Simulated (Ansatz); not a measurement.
CH7GeN⁺, that is GeH3(NHMe) with one electron fewer. Total charge 1; doublet. Geometry PBE0-D4/def2-SVP, that of the neutral singlet; atoms count from 1.

```xyz
10

Ge   -1.093   -0.536    0.780
H    -2.074    0.222    1.691
H    -1.829   -1.262   -0.361
H    -0.331   -1.596    1.620
N    -0.007    0.727    0.012
C     1.047    0.329   -0.891
H     0.285    1.458    0.653
H     1.909   -0.183   -0.414
H     0.648   -0.360   -1.654
H     1.444    1.202   -1.436
```

Estimate the Mulliken populations from the PBE0/def2-TZVP orbitals of Ansatz.


```csv
atom,charge (e),spin (α − β)
Ge1,0.07,-0.03
H2,0.12,0.00
H3,0.12,0.02
H4,0.14,0.10
N5,-0.11,0.83
C6,-0.32,-0.02
H7,0.31,-0.02
H8,0.24,0.09
H9,0.20,0.01
H10,0.22,0.03
```
Mulliken values and Mayer orders depend strongly on the basis.

Where does the spin sit?

Summed by element: Ge -0.03, H 0.23, N 0.83, C -0.02, of 1 unpaired in all. Largest on single atoms: N5 0.83, H4 0.10, H8 0.09.

And the Mayer bond orders between bonded heavy atoms (over 0.3)?

Ge1–N5 0.83 (1.83 Å); N5–C6 1.03 (1.44 Å).
